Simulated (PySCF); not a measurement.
Isomers of C8H9PS, mass 168.016 u with the commonest isotopes. Level of theory: PBE0/pcSseg-1 in PySCF (dipole) on a GFN2-xTB geometry, gas phase. One conformer each, none proved a minimum here; rigid rotors.

Question: Order these by rotational constant B, largest first.
A. `[S:1]=[PH:2]1[CH2:3][c:4]2[cH:5][cH:6][cH:7][cH:8][c:9]2[CH2:10]1` with S1–P2–C3–C4 155°, P2–C3–C4–C5 159°, C8–C9–C10–P2 -159°, S1–P2–C10–C9 -155°
B. `[CH3:1][C:2]#[C:3][P:4]([CH3:5])[c:6]1[cH:7][cH:8][cH:9][s:10]1` with C3–P4–C6–C7 44°
C. `[CH2:1]=[CH:2][c:3]1[p:4][c:5]([CH:6]2[CH2:7][CH2:8]2)[cH:9][s:10]1` with C1–C2–C3–P4 -179°, P4–C5–C6–C7 -148°

Answer: B (623.2 MHz), C (580.4 MHz), A (557.1 MHz).

Question: Order these by rotational constant A, largest first.
A. `[CH2:1]=[CH:2][c:3]1[p:4][c:5]([CH:6]2[CH2:7][CH2:8]2)[cH:9][s:10]1` with C1–C2–C3–P4 -179°, P4–C5–C6–C7 -148°
B. `[CH3:1][C:2]#[C:3][P:4]([CH3:5])[c:6]1[cH:7][cH:8][cH:9][s:10]1` with C3–P4–C6–C7 44°
C. `[S:1]=[PH:2]1[CH2:3][c:4]2[cH:5][cH:6][cH:7][cH:8][c:9]2[CH2:10]1` with S1–P2–C3–C4 155°, P2–C3–C4–C5 159°, C8–C9–C10–P2 -159°, S1–P2–C10–C9 -155°

Answer: C (3232 MHz), A (2712 MHz), B (1687 MHz).

Question: Order these by out-of-plane moment Σ m c² = (Ia + Ib − Ic)/2, smallest first.
A. `[CH2:1]=[CH:2][c:3]1[p:4][c:5]([CH:6]2[CH2:7][CH2:8]2)[cH:9][s:10]1` with C1–C2–C3–P4 -179°, P4–C5–C6–C7 -148°
B. `[S:1]=[PH:2]1[CH2:3][c:4]2[cH:5][cH:6][cH:7][cH:8][c:9]2[CH2:10]1` with S1–P2–C3–C4 155°, P2–C3–C4–C5 159°, C8–C9–C10–P2 -159°, S1–P2–C10–C9 -155°
C. `[CH3:1][C:2]#[C:3][P:4]([CH3:5])[c:6]1[cH:7][cH:8][cH:9][s:10]1` with C3–P4–C6–C7 44°

Answer: B (13.03 u·Å²), A (19.88 u·Å²), C (41.14 u·Å²).

```
            SMILES  point group  Ia (u·Å²)  Ib (u·Å²)  Ic (u·Å²)      κ  μa (D)  μb (D)  μc (D)
 C=Cc1pc(C2CC2)cs1      near Cs     186.35     870.69    1017.28  -0.92    0.90    0.90    0.05
S=[PH]1Cc2ccccc2C1           Cs     156.35     907.20    1037.48  -0.95    4.63    0.00    0.62
   CC#CP(C)c1cccs1           C1     299.63     810.98    1028.33  -0.78    1.01    1.12    1.30
```
